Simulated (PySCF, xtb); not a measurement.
CuCl, SMILES [Cl][Cu], multiplicity 1.

Harmonic wavenumbers (cm⁻¹) from GFN2-xTB run with xtb at its own minimum, in rising order: 315.

### Question
What does PBE-D3(BJ)/def2-TZVPD in PySCF 2.14.0 give at its own minimum? (The exact figures need the calculation; the answer reports its results.)

### Answer
400. Paired by order, the mean absolute difference is 85 cm⁻¹ and the zero-point energies are 0.5 and 0.6 kcal/mol.
